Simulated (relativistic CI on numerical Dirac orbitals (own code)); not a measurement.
# Co³⁺ in a cubic cluster: 1s photoemission with charge transfer

Computed with a charge-transfer multiplet model of a cubic metal-ligand cluster with up to 2 ligand holes, Slater and spin-orbit integrals from Dirac-Coulomb-Breit ions, Slater integrals scaled by 0.7. The ground state mixes d6 with configurations of k ligand holes L, whose averages lie at kΔ + k(k − 1)U_dd/2; a core hole lowers each added d electron by U_cd. 20 K, Lorentzian 1.1 eV and Gaussian 0.6 eV FWHM.

Atomic integrals in eV (Slater integrals scaled, ζ unscaled), ground: F2dd 8.824, F4dd 5.512, zeta_d 0.071; with the core hole: F2dd 9.983, F4dd 6.265, zeta_d 0.101, G2cd 0.058.

Cluster parameters (eV): U_dd = 6.6, U_cd = 7.8, 10Dq = 0.75, 10Dq(ligand) = 0.2, V(eg) = 3.35, V(t2g) = -1.74, final-state hopping factor = 1.

```
      Case   n_d    d6   d7L  d8L2     S
Δ = 1.4 eV  6.74  0.37  0.52  0.11  0.06
Δ = 2.4 eV  6.67  0.42  0.49  0.09  0.07
Δ = 3.4 eV  6.60  0.47  0.45  0.07  0.09
Δ = 4.4 eV  6.53  0.53  0.42  0.06  0.13
Δ = 5.4 eV  6.46  0.58  0.37  0.04  0.29
```

Weights, n_d and S are thermal averages at 20 K. Binding energies count from the first peak over 30 % of the highest in each spectrum, which can be another peak from case to case. The parameters are a model scan and need not match a compound or its usual spin state. Peaks in eV (height, largest 100):
- Δ = 1.4 eV: 0.0 (100), 13.5 (13)
- Δ = 2.4 eV: 0.0 (100), 13.0 (12)
- Δ = 3.4 eV: 0.0 (100), 12.7 (13)
- Δ = 4.4 eV: 0.0 (100), 11.8 (13)
- Δ = 5.4 eV: 0.0 (100), 11.7 (17)

Curve for Δ = 3.4 eV (points under 2 left out, the grid thinned):

```csv
E (eV),Intensity
-3.1,3.8
-2.8,4.6
-2.5,5.8
-2.3,6.8
-2.0,9.0
-1.7,12.3
-1.4,17.8
-1.1,27.5
-0.8,44.7
-0.6,61.6
-0.3,89.3
0.0,100.0
0.3,82.4
0.6,54.2
0.8,39.1
1.1,24.3
1.4,16.1
1.7,11.3
2.0,8.4
2.3,6.4
2.5,5.5
2.8,4.4
3.1,3.7
3.4,3.1
3.7,2.6
3.9,2.4
4.2,2.1
9.9,2.2
10.2,3.0
10.5,4.1
10.8,5.4
11.0,6.2
11.3,6.9
11.6,7.5
11.9,8.7
12.2,10.8
12.4,12.2
12.7,13.2
13.0,11.9
13.3,9.3
13.6,7.0
13.9,5.1
14.1,4.1
14.4,2.9
14.7,2.1
```

For the case Δ = 3.4 eV, Δ = 3.4 eV is smaller than U_dd = 6.6 eV, the charge-transfer side of the Zaanen-Sawatzky-Allen scheme. With the core hole the configuration with one ligand hole lies at Δ − U_cd = -6.4, -5.4, -4.4, -3.4, -2.4 eV from the one without, in the order of the table; where this is negative the screened configuration lies lower, though the effective hopping of about 6.1 eV (from the holes of the mixed ground state) mixes the two strongly wherever it is as large as the gap.

With at most 2 ligand holes the space is cut while the next configuration still counts, so covalency is underestimated, and a final configuration with one more ligand hole, which can lie low, is missing from the spectra.
